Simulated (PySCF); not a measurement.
**Spin-orbit coupling and the third ionisation energy along the 5p block**

Two-component X2C-1e calculated with PySCF 2.14: MP2 on generalised Hartree-Fock spinors (GMP2), with spin-orbit coupling off and on (screened by Boettger's factors); no Breit or QED terms. Values in eV; the references (NIST) lie between the lowest levels. Elements whose determinants are no pure J levels are left out.

| element | configurations | spin-free | with spin-orbit | shift | reference |
| --- | --- | --- | --- | --- | --- |
| In (x2c-TZVPall-2c, [Ar] 3d10 frozen) | [Kr] 4d10 5s1 → [Kr] 4d10 | 27.935 | 27.938 | 0.003 | 28.044 |
| Sn (x2c-TZVPall-2c, [Ar] 3d10 frozen) | [Kr] 4d10 5s2 → [Kr] 4d10 5s1 | 30.394 | 30.397 | 0.004 | 30.506 |
| Sb (x2c-TZVPall-2c, [Ar] 3d10 frozen) | [Kr] 4d10 5s2 5p1 → [Kr] 4d10 5s2 | 24.499 | 25.070 | 0.572 | 25.323 |
| Xe (x2c-TZVPall-2c, [Ar] 3d10 frozen) | [Kr] 4d10 5s2 5p4 → [Kr] 4d10 5s2 5p3 | 30.043 | 30.457 | 0.415 | 31.05 ± 0.04 (s) |

The largest shift is at Sb, 0.572 eV, where spin-orbit coupling lowers the species with more electrons by more than the one with fewer (starting occupations 5p1/2^1 and closed).

What remains against the references is mostly the basis and correlation beyond MP2. References marked (s) are semi-empirical, (t) theoretical.
